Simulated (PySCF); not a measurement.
Vertical excitations of a molecule C₂H₈O₂Si from TDA-ωB97X/def2-SVPD (PySCF), as energy in eV (oscillator strength): 7.94 (0.011), 8.18 (0.037), 8.55 (0.039), 8.81 (0.012), 8.95 (0.023), 9.06 (0.102), 9.24 (0.070), 9.32 (0.127), 9.50 (0.065), 9.62 (0.102). Lowest triplet (TDA): 7.77 eV. Geometry: ωB97X-D3(BJ)/def2-SVP. One conformer was computed; it need not be the lowest.

Problem. Identify the compound among the candidates.
(A) OC[SiH2]CO
(B) CC[SiH](O)O
(C) CO[SiH](C)O
(D) COCO[SiH3]

Solution. C, CO[SiH](C)O
